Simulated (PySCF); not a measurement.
Input of a run (PBE0-D3(BJ)/def2-SVP geometry optimisation, gas phase, def2 core potentials past Kr (PySCF 2.14.0)), started from GFN2-xTB:
```
{"job": {"xc": "PBE0", "basis": "def2-SVP", "d3": "d3bj", "grid": 1, "maxiter": 30, "shake": 0.03, "kind": "geom"}, "charge": 3, "multiplicity": 1}
Y      0.061730    -0.076830     0.012500
O      0.144180     0.149360     2.121380
H      0.082890     0.966360     2.650620
H      0.376840    -0.546580     2.774480
O     -0.167150    -0.184070    -2.159100
H     -0.270990     0.567830    -2.792960
H     -0.130350    -0.981650    -2.673500
O      2.174220     0.180050    -0.178150
H      2.780090     0.289470     0.611370
H      2.667980     0.140530    -0.943210
O     -2.153940    -0.167510     0.189940
H     -2.657940    -0.150490     0.994290
H     -2.869390    -0.237320    -0.582660
O     -0.214820     2.135630    -0.138690
H     -0.989970     2.641500    -0.154560
H      0.549830     2.828390    -0.242090
O      0.168860    -2.094510     0.153020
H     -0.580920    -2.766380     0.292770
H      0.966070    -2.700330     0.149150
```

Output (energies in Eh, forces in Eh/bohr):
```
step   0  E = -495.19932377  max force = 0.117080
step   1  E = -495.25078397  max force = 0.044657
step   2  E = -495.25964403  max force = 0.011164
step   3  E = -495.26067070  max force = 0.005015
step   4  E = -495.26080999  max force = 0.001784
step   5  E = -495.26086684  max force = 0.001057
step   6  E = -495.26092216  max force = 0.002003
step   7  E = -495.26094643  max force = 0.001772
step   8  E = -495.26095060  max force = 0.000712
step   9  E = -495.26094956  max force = 0.000453
step  10  E = -495.26094771  max force = 0.000401
optimisation converged
```

Question: Summarise the run.

Answer: The energy falls by 161.8 kJ/mol over 11 energy and gradient evaluations, the largest force component goes from 0.1171 to 4.0e-04 Eh/bohr, and the atoms move by 0.171 Å rms after alignment. The bond that changes most is Y1–O17 (ends: yttrium bonded to 6 O; oxygen bonded to Y and 2 H), which lengthens by 0.289 Å. Bonds longer at the end by more than 0.005 Å: 10 of 18; shorter: 7. Among the angles that change most is H9–O8–H10, from 109.8° to 104.1°. Among the dihedrals that turn most is O17–Y1–O2–H4, from 12° to 2°. The energy rose by more than 1e-6 Eh at steps 9 and 10. The first step brought 84 % of the lowering.

Question: What are the final bond lengths?

Answer: Y1–O2 2.316 Å, Y1–O5 2.317 Å, Y1–O8 2.316 Å, Y1–O11 2.317 Å, Y1–O14 2.317 Å, Y1–O17 2.314 Å, O2–H3 0.977 Å, O2–H4 0.977 Å, O5–H6 0.977 Å, O5–H7 0.977 Å, O8–H9 0.977 Å, O8–H10 0.977 Å, O11–H12 0.977 Å, O11–H13 0.977 Å, O14–H15 0.977 Å, O14–H16 0.977 Å, O17–H18 0.977 Å, O17–H19 0.977 Å. Numbering counts from 1 in the input's order; the species is `[OH2]->[Y+3](<-[OH2])(<-[OH2])(<-[OH2])(<-[OH2])<-[OH2]` ([Y(H2O)6]3+).

The run used 175 basis functions and 67 SCF cycles in all. Time: 3.3 min of wall time; peak memory 0.73 GiB. Hardware: Arm Neoverse V1, one thread, shared host with 32 logical CPUs at a one-minute load of 17.

Whether it is a minimum is left open (no frequencies). No counter-ion or solvent screens the charge of this multiply charged ion.
